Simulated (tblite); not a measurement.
Species: C7H8Cl (doublet state).
Cartesian coordinates in Å at the GFN2-xTB level; atoms count from 1:
```
atom  x, y, z in Å
C1    -0.5604    3.0559    0.4089
C2    -0.4067    1.8832    0.2356
C3    -0.2987    0.4386    0.0105
C4    -1.6821   -0.0652   -0.3722
Cl5   -1.6855   -1.8296   -0.6390
C6     0.8459    0.0430   -0.9439
C7     1.4263   -0.8601    0.1545
C8     0.4004   -0.3157    1.1596
H9    -2.4005    0.1393    0.4225
H10   -2.0165    0.3991   -1.3009
H11    0.5184   -0.4584   -1.8518
H12    1.4891    0.8793   -1.2084
H13    2.4668   -0.6730    0.4073
H14    1.2889   -1.9180   -0.0554
H15    0.8296    0.3478    1.9072
H16   -0.2228   -1.0570    1.6542
```

Method: GFN2-xTB as coded in tblite; computed harmonic values from a numerical Hessian at the method's own geometry, unscaled. The method is semi-empirical: single wavenumbers can be off by several per cent or more. One conformer, not necessarily the lowest. Open shells enter through the occupations alone, without spin polarisation, and single modes of such species can be off by tens of per cent.

Harmonic wavenumbers (cm⁻¹): 80.2, 91.1, 112.5, 142.6, 195.6, 280.4, 311.5, 375.7, 397.3, 585.1, 728.9, 772.0, 805.9, 859.6, 880.8, 913.7, 1027.7, 1033.8, 1039.3, 1051.4, 1153.0, 1162.1, 1181.6, 1185.2, 1206.2, 1229.7, 1245.2, 1249.1, 1265.5, 1431.1, 1450.9, 1452.7, 1473.1, 2286.3, 2977.7, 2979.5, 3009.0, 3016.9, 3022.3, 3025.0, 3027.7, 3032.1.

A = 2621, B = 1393, C = 1072 MHz; mass 127.031 u (most abundant isotopes); point group Cs, symmetry number 1; spin multiplicity 2.

Zero-point energy?

Half the sum of the wavenumbers: 27373 cm⁻¹ = 327.46 kJ/mol.

What is S at 350 K and 1 bar for an ideal gas of classical rigid rotors and harmonic oscillators?

Translation 172.61, rotation 122.49, vibration 113.83, spin (R ln 2) 5.76: S = 414.7 J/(mol K).

And Cp and H(350 K) − H(0)?

Cp = 153.00 J/(mol K), of which vibrations give 119.74 (their classical limit is 42 R = 349.2); H(350 K) − H(0) = 32.76 kJ/mol without the zero-point energy, 21.12 from vibrations.

What must be added to the electronic energy to get the Gibbs energy at 350 K and 1 bar?

ZPE + [H(350 K) − H(0)] − T·S = 327.46 + 32.76 − 145.14 = 215.08 kJ/mol.

How do the functions run with temperature in this model?

```tsv
T (K)	S (J/(mol K))	Cp (J/(mol K))	H − H(0) (kJ/mol)	G − H(0) (kJ/mol)	ln q(vib)
50	243.9	50.9	1.95	-10.24	0.24
100	286.0	71.6	5.04	-23.55	1.15
298.15	391.7	134.6	25.30	-91.47	5.36
373.15	424.7	161.0	36.40	-122.10	6.91
500	477.5	200.3	59.41	-179.36	9.53
750	569.9	254.7	116.82	-310.62	14.58
1000	648.3	289.6	185.15	-463.15	19.32
```

q(vib) and H(0) count from the zero-point level.

Which modes carry the vibrational entropy at 350 K?

80.2 cm⁻¹: 17.58; 91.1 cm⁻¹: 16.53; 112.5 cm⁻¹: 14.80; 142.6 cm⁻¹: 12.87; 195.6 cm⁻¹: 10.35; 280.4 cm⁻¹: 7.58 J/(mol K); the other 36 give 34.13 together.

Hindered rotation and anharmonicity are outside this model. Other conformers, if any are populated, would add a mixing term that is left out.

On an Arm Neoverse V1 with one thread, on a shared host, this took 0.56 s of wall time. This covers the Hessian and the dipole derivatives.
